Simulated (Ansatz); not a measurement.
`CN(C)[Si](N)(O[SiH3])O[SiH3]`, charge 0, multiplicity 1.

Problem. Give a relaxed structure at PBE0-D4/def2-TZVP (Ansatz 0.2.0). (An estimate is asked.)

Solution. The calculation gave: 
Z-matrix (Å, degrees):
```
C
N 1 1.442
H 1 1.089 2 110.5
H 1 1.100 2 111.9 3 120.9
H 1 1.098 2 110.6 3 -119.5
Si 2 1.698 1 124.4 3 -14.9
C 2 1.444 1 113.4 3 178.2
N 6 1.696 2 110.2 1 148.1
O 6 1.635 2 105.1 1 22.6
O 6 1.641 2 115.5 1 -95.3
H 7 1.098 2 110.7 1 -58.9
H 7 1.099 2 111.9 1 61.0
H 7 1.091 2 110.4 1 -178.3
H 8 1.005 6 122.0 2 -59.4
H 8 1.005 6 120.7 2 146.8
Si 9 1.633 6 140.6 2 -165.2
Si 10 1.633 6 139.3 2 31.4
H 16 1.484 9 108.0 6 -179.9
H 16 1.487 9 110.7 6 -60.3
H 16 1.487 9 110.8 6 60.4
H 17 1.484 10 108.4 6 -163.1
H 17 1.488 10 110.6 6 -43.3
H 17 1.487 10 110.7 6 77.2
```
This is one stationary point; other conformers may exist.
